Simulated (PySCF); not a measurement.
PySCF input (MN15/def2-TZVPD):

```python
from pyscf import gto, scf, dft

mol = gto.M(
    atom='''
    O    -0.00000000   -0.00000000   -1.58507744
    Te    0.00000000    0.00000000    0.24385807
    ''',
    basis='def2-tzvpd',
    ecp='def2-tzvp',
    charge=0,
    spin=2,
    symmetry='C2v',
    verbose=4,
)

mf = dft.UKS(mol, xc='mn15').density_fit(auxbasis='def2-universal-jkfit')
mf.grids.level = 4
mf.conv_tol = 1e-9
mf.max_cycle = 100
mf.max_memory = 1500
mf.kernel()
if not mf.converged:
    mf = mf.newton()
    mf.kernel(mf.make_rdm1())
mf.analyze()
```

Output:

```
ECP def2-tzvp not found for  O
PySCF version 2.14.0

[INPUT] verbose = 4
[INPUT] num. atoms = 2
[INPUT] num. electrons = 32
[INPUT] charge = 0
[INPUT] spin (= nelec alpha-beta = 2S) = 2
[INPUT] symmetry C2v subgroup None
[INPUT] Mole.unit = angstrom
[INPUT] Symbol           X                Y                Z      unit          X                Y                Z       unit  Magmom
[INPUT]  1 O      0.000000000000   0.000000000000  -1.585077440000 AA    0.000000000000   0.000000000000  -2.995362247827 Bohr   0.0
[INPUT]  2 Te     0.000000000000   0.000000000000   0.243858070000 AA    0.000000000000   0.000000000000   0.460824965565 Bohr   0.0

nuclear repulsion = 55.552546244039
point group symmetry = Coov, use subgroup C2v
symmetry origin: [0.00000000e+00 0.00000000e+00 3.77945225e-09]
symmetry axis x: [1. 0. 0.]
symmetry axis y: [0. 1. 0.]
symmetry axis z: [0. 0. 1.]
num. orbitals of irrep A1 = 43
num. orbitals of irrep A2 = 10
num. orbitals of irrep B1 = 23
num. orbitals of irrep B2 = 23
number of shells = 33
number of NR pGTOs = 156
number of NR cGTOs = 99
basis = def2-tzvpd
ecp = def2-tzvp

******** <class 'pyscf.df.df_jk.DFSymAdaptedUKS'> ********
method = DFSymAdaptedUKS
initial guess = minao
damping factor = 0
level_shift factor = 0
DIIS = <class 'pyscf.scf.diis.CDIIS'>
diis_start_cycle = 1
diis_space = 8
diis_damp = 0
SCF conv_tol = 1e-09
SCF conv_tol_grad = None
SCF max_cycles = 100
direct_scf = False
number electrons alpha = 17  beta = 15
XC library pyscf.dft.libxc version 7.1.2
    S. Lehtola, C. Steigemann, M. J. T. Oliveira, and M. A. L. Marques,  SoftwareX 7, 1–5 (2018)
XC functionals = mn15
    H. S. Yu, X. He, S. L. Li, and D. G. Truhlar,  Chem. Sci. 7, 5032–5051 (2016)
    H. S. Yu, X. He, S. L. Li, and D. G. Truhlar,  Chem. Sci. 7, 5032–5051 (2016)
radial grids:
    Treutler-Ahlrichs [JCP 102, 346 (1995); DOI:10.1063/1.469408] (M4) radial grids

becke partition: Becke, JCP 88, 2547 (1988); DOI:10.1063/1.454033
pruning grids: <function nwchem_prune>
grids dens level: 4
symmetrized grids: C2v
atomic radii adjust function: <function treutler_atomic_radii_adjust>
small_rho_cutoff = 0
Freeze 0 electrons in irreps []
    32 free electrons in irreps A1 A2 B1 B2
[...]
beta  HOMO (B2) = -0.353724655422943  LUMO (B1) = -0.108987103262692
  HOMO = -0.28379069454  LUMO = -0.108987103263  gap/eV = 4.75665
Extra cycle  E= -342.528529993949  delta_E= -1.87e-10  |g|= 5.25e-06  |ddm|= 2.05e-05
converged SCF energy = -342.528529993949  <S^2> = 2.0117967  2S+1 = 3.0078542
**** SCF Summaries ****
Total Energy =                        -342.528529993948894
Nuclear Repulsion Energy =              55.552546244038972
One-electron Energy =                 -680.261465307597064
Two-electron Energy =                  282.180389069609191
Two-electron Coulomb Energy =          310.697622507345500
DFT Exchange-Correlation Energy =      -28.517233437736287
HOMO-LUMO gap [eV] =                     4.756647999921104
Wave-function symmetry = A2
alpha occupancy for each irrep:     A1   A2   B1   B2
                                     8    1    4    4
beta  occupancy for each irrep:     A1   A2   B1   B2
                                     8    1    3    3
**** MO energy ****
alpha MO #1 (A1 #1), energy= -18.8439969916414 occ= 1
alpha MO #2 (A1 #2), energy= -6.08235307246624 occ= 1
alpha MO #3 (A1 #3), energy= -4.32050651908715 occ= 1
alpha MO #4 (B1 #1), energy= -4.3194203025132 occ= 1
alpha MO #5 (B2 #1), energy= -4.31941902966545 occ= 1
alpha MO #6 (A1 #4), energy= -1.6809028304959 occ= 1
alpha MO #7 (A1 #5), energy= -1.67546801645052 occ= 1
alpha MO #8 (A2 #1), energy= -1.67546785555104 occ= 1
alpha MO #9 (B1 #2), energy= -1.67513287056321 occ= 1
alpha MO #10 (B2 #2), energy= -1.6751317192334 occ= 1
alpha MO #11 (A1 #6), energy= -1.00307234646021 occ= 1
alpha MO #12 (A1 #7), energy= -0.676656828586189 occ= 1
alpha MO #13 (B2 #3), energy= -0.419845087322479 occ= 1
alpha MO #14 (B1 #3), energy= -0.419843270962802 occ= 1
alpha MO #15 (A1 #8), energy= -0.418195803106467 occ= 1
alpha MO #16 (B1 #4), energy= -0.283792258345157 occ= 1
alpha MO #17 (B2 #4), energy= -0.283790694539705 occ= 1
alpha MO #18 (A1 #9), energy= -0.0298635258316224 occ= 0
alpha MO #19 (A1 #10), energy= 0.0294091251487743 occ= 0
alpha MO #20 (B1 #5), energy= 0.052160832589502 occ= 0
alpha MO #21 (B2 #5), energy= 0.0521611254731189 occ= 0
alpha MO #22 (A1 #11), energy= 0.0750512600937649 occ= 0
alpha MO #23 (A1 #12), energy= 0.0934849982248401 occ= 0
alpha MO #24 (A2 #2), energy= 0.0934850170261052 occ= 0
alpha MO #25 (A1 #13), energy= 0.128791912901786 occ= 0
alpha MO #26 (B1 #6), energy= 0.133578994793394 occ= 0
alpha MO #27 (B2 #6), energy= 0.133579330300244 occ= 0
alpha MO #28 (B1 #7), energy= 0.186834261056219 occ= 0
alpha MO #29 (B2 #7), energy= 0.186834350890299 occ= 0
alpha MO #30 (A1 #14), energy= 0.200826308640412 occ= 0
alpha MO #31 (B1 #8), energy= 0.245625047398478 occ= 0
alpha MO #32 (B2 #8), energy= 0.245625581086611 occ= 0
alpha MO #33 (A1 #15), energy= 0.266086722487464 occ= 0
alpha MO #34 (A1 #16), energy= 0.276981839656948 occ= 0
alpha MO #35 (A1 #17), energy= 0.33472971314383 occ= 0
alpha MO #36 (A2 #3), energy= 0.334729807439678 occ= 0
alpha MO #37 (B1 #9), energy= 0.384158267094909 occ= 0
alpha MO #38 (B2 #9), energy= 0.384159974153344 occ= 0
alpha MO #39 (A1 #18), energy= 0.43815082382301 occ= 0
alpha MO #40 (A2 #4), energy= 0.438150862646338 occ= 0
alpha MO #41 (A1 #19), energy= 0.447987105546576 occ= 0
alpha MO #42 (A1 #20), energy= 0.485789612272757 occ= 0
alpha MO #43 (B2 #10), energy= 0.570437531685237 occ= 0
alpha MO #44 (B1 #10), energy= 0.570437880716145 occ= 0
alpha MO #45 (A1 #21), energy= 0.649154548339052 occ= 0
alpha MO #46 (B2 #11), energy= 0.676838391841112 occ= 0
alpha MO #47 (B1 #11), energy= 0.676839465502623 occ= 0
alpha MO #48 (B1 #12), energy= 0.744865991350309 occ= 0
alpha MO #49 (B2 #12), energy= 0.744865991327869 occ= 0
alpha MO #50 (A2 #5), energy= 0.82212588051832 occ= 0
alpha MO #51 (A1 #22), energy= 0.82212597079522 occ= 0
alpha MO #52 (A1 #23), energy= 0.870311141230825 occ= 0
alpha MO #53 (B1 #13), energy= 0.942023484239977 occ= 0
alpha MO #54 (B2 #13), energy= 0.942024944836825 occ= 0
alpha MO #55 (A1 #24), energy= 0.960934051394116 occ= 0
alpha MO #56 (B1 #14), energy= 1.05598973214728 occ= 0
alpha MO #57 (B2 #14), energy= 1.05599226152995 occ= 0
alpha MO #58 (A1 #25), energy= 1.08368055124819 occ= 0
alpha MO #59 (A1 #26), energy= 1.25309205437083 occ= 0
alpha MO #60 (A2 #6), energy= 1.35860298583384 occ= 0
alpha MO #61 (A1 #27), energy= 1.35860318434869 occ= 0
alpha MO #62 (A1 #28), energy= 1.38513883818713 occ= 0
alpha MO #63 (B1 #15), energy= 1.39948910130455 occ= 0
alpha MO #64 (B2 #15), energy= 1.3994911874083 occ= 0
alpha MO #65 (A2 #7), energy= 1.73840394174339 occ= 0
alpha MO #66 (A1 #29), energy= 1.73840824024654 occ= 0
alpha MO #67 (B2 #16), energy= 1.89799206657678 occ= 0
alpha MO #68 (B1 #16), energy= 1.8979948514433 occ= 0
alpha MO #69 (A1 #30), energy= 2.29731276159711 occ= 0
alpha MO #70 (B2 #17), energy= 2.67419299740312 occ= 0
alpha MO #71 (B1 #17), energy= 2.6742019028826 occ= 0
alpha MO #72 (B1 #18), energy= 2.7388010520182 occ= 0
alpha MO #73 (B2 #18), energy= 2.73880105199116 occ= 0
alpha MO #74 (A1 #31), energy= 2.76725831507427 occ= 0
alpha MO #75 (A2 #8), energy= 2.76725953014991 occ= 0
alpha MO #76 (B1 #19), energy= 2.90906899131805 occ= 0
alpha MO #77 (B2 #19), energy= 2.90907020224084 occ= 0
alpha MO #78 (A1 #32), energy= 2.99116943239857 occ= 0
alpha MO #79 (A1 #33), energy= 3.03165316028397 occ= 0
alpha MO #80 (A1 #34), energy= 3.27400403743124 occ= 0
alpha MO #81 (A1 #35), energy= 3.95003793660895 occ= 0
alpha MO #82 (B2 #20), energy= 5.03790111848766 occ= 0
alpha MO #83 (B1 #20), energy= 5.03790111875889 occ= 0
alpha MO #84 (A2 #9), energy= 5.04924395335384 occ= 0
alpha MO #85 (A1 #36), energy= 5.04925493773553 occ= 0
alpha MO #86 (B2 #21), energy= 5.16030675881794 occ= 0
alpha MO #87 (B1 #21), energy= 5.16031443668331 occ= 0
alpha MO #88 (A1 #37), energy= 5.27121723776644 occ= 0
alpha MO #89 (A1 #38), energy= 6.20508798805716 occ= 0
alpha MO #90 (A2 #10), energy= 6.20515203962698 occ= 0
alpha MO #91 (B2 #22), energy= 6.3220354027958 occ= 0
alpha MO #92 (B1 #22), energy= 6.32204551691629 occ= 0
alpha MO #93 (A1 #39), energy= 6.67929509496609 occ= 0
alpha MO #94 (B1 #23), energy= 38.1219328956276 occ= 0
alpha MO #95 (B2 #23), energy= 38.121934252636 occ= 0
alpha MO #96 (A1 #40), energy= 38.3281922808076 occ= 0
alpha MO #97 (A1 #41), energy= 39.9684570288424 occ= 0
alpha MO #98 (A1 #42), energy= 41.7255618091894 occ= 0
alpha MO #99 (A1 #43), energy= 104.660221896145 occ= 0
beta  MO #1 (A1 #1), energy= -18.829834071069 occ= 1
beta  MO #2 (A1 #2), energy= -6.08319458063204 occ= 1
beta  MO #3 (A1 #3), energy= -4.31978120175491 occ= 1
[...]
```
